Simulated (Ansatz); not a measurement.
Kohn–Sham single points on B$_{3}$H$_{5}$Se (`BBB[SeH]`).

```yaml
crystal:
  periodic: [false, false, false]
  atoms:
    - {symbol: B, position_ang: [-0.406622, 1.002572, -1.538763]}
    - {symbol: B, position_ang: [0.639539, 0.305852, -0.510204]}
    - {symbol: B, position_ang: [0.233473, -0.769828, 0.668204]}
    - {symbol: Se, position_ang: [-0.306142, -0.217447, 2.419483]}
    - {symbol: H, position_ang: [-0.724343, 0.502747, -2.581316]}
    - {symbol: H, position_ang: [-0.908821, 2.060667, -1.274337]}
    - {symbol: H, position_ang: [1.809583, 0.571359, -0.633638]}
    - {symbol: H, position_ang: [0.258237, -1.944382, 0.444568]}
    - {symbol: H, position_ang: [-0.506405, -1.557840, 2.988904]}
basis:
  gaussian: {orbitals: def2-TZVPP}
hamiltonian: {xc: {name: B97M-V}}
output: {orbitals: {seedname: orbitals}}
```

```sh
$ ansatz run in.yaml --threads 2 --pin off --events-out ev --progress --plain --max-ram 4352MiB
```

Shortened log:

```
Functional definition: B97M-V
1189 factors; their error is unknown
mean field evaluation 1: about -67442.1156 eV, gradient 4.2e1 eV
mean field evaluation 2: about -67430.6725 eV, gradient 6.9e1 eV
mean field evaluation 4: about -67448.4495 eV, gradient 4.7e0 eV
mean field evaluation 8: about -67448.5207 eV, gradient 7.1e-2 eV
mean field evaluation 16: about -67448.4724 eV, gradient 5.9e-4 eV
mean field -67448.47241471 eV, -2478.6856430240 hartree, gradient 4.7e-5 eV, S^2 0.000000; 0 other end points of the search recorded, 0 dependent functions left out
reference -67448.47248624 eV, -2478.6856456525 hartree; 27, 27 occupied and 184, 184 virtual orbitals, 1189 factors
Total energy: -67448.47248624 eV, -2478.6856456525 hartree
```

Run time 14 s (2 threads of an Arm Neoverse V1 on a shared host); peak host memory 0.3 GiB.

The same input with `hamiltonian: {xc: {name: BLYP}, dispersion: d4}` (abridged; 3 s):

```
Functional definition: BLYP
mean field evaluation 16: about -67459.0117 eV, gradient 5.9e-4 eV
mean field -67459.01169200 eV, -2479.0729543206 hartree, gradient 4.7e-5 eV, S^2 0.000000
Total energy: -67459.37812442 eV, -2479.0864204636 hartree
```

Changing it to `hamiltonian: {xc: {name: LC-wPBE}}` (abridged; 3.4 s):

```
Functional definition: LC-wPBE
mean field evaluation 16: about -67448.4184 eV, gradient 4.5e-5 eV
mean field -67448.41839558 eV, -2478.6836578574 hartree, gradient 4.5e-5 eV, S^2 0.000000
Total energy: -67448.41839558 eV, -2478.6836578577 hartree
```

With the line `hamiltonian: {xc: pbe, dispersion: d4}` and forces (abridged; 3.5 s):

```
Functional definition: PBE
mean field evaluation 16: about -67445.6736 eV, gradient 9.0e-3 eV
mean field -67445.67362105 eV, -2478.5827892541 hartree, gradient 2.2e-5 eV, S^2 0.000000
Total energy: -67445.84128811 eV, -2478.5889509049 hartree
Atom 0 force     0.200401    -0.135668     0.173695 eV/Å
Atom 1 force    -0.230233     0.008117    -0.049321 eV/Å
Atom 2 force     0.058414     0.106677    -0.156072 eV/Å
Atom 3 force    -0.019972     0.318541     0.063355 eV/Å
Atom 4 force    -0.052177    -0.047753    -0.119258 eV/Å
Atom 5 force    -0.066012     0.121351     0.025261 eV/Å
Atom 6 force     0.143228     0.027033    -0.012400 eV/Å
Atom 7 force     0.003068    -0.133377    -0.033548 eV/Å
Atom 8 force    -0.036717    -0.264922     0.108288 eV/Å
Dipole moment:     0.003042    -0.113006     0.090889 e Å
```

The same input with `hamiltonian: {xc: {name: revPBE}, dispersion: d4}` (abridged; 2.8 s):

```
Functional definition: revPBE
mean field evaluation 16: about -67453.3313 eV, gradient 5.6e-4 eV
mean field -67453.33127542 eV, -2478.8642028617 hartree, gradient 4.1e-5 eV, S^2 0.000000
Total energy: -67453.81250483 eV, -2478.8818877161 hartree
```

With the line `hamiltonian: {xc: {name: BHLYP}, dispersion: d4}` (abridged; 4.1 s):

```
Functional definition: BHLYP
mean field evaluation 16: about -67457.9902 eV, gradient 4.5e-5 eV
mean field -67457.99023018 eV, -2479.0354162910 hartree, gradient 4.5e-5 eV, S^2 0.000000
Total energy: -67458.20931779 eV, -2479.0434676123 hartree
```
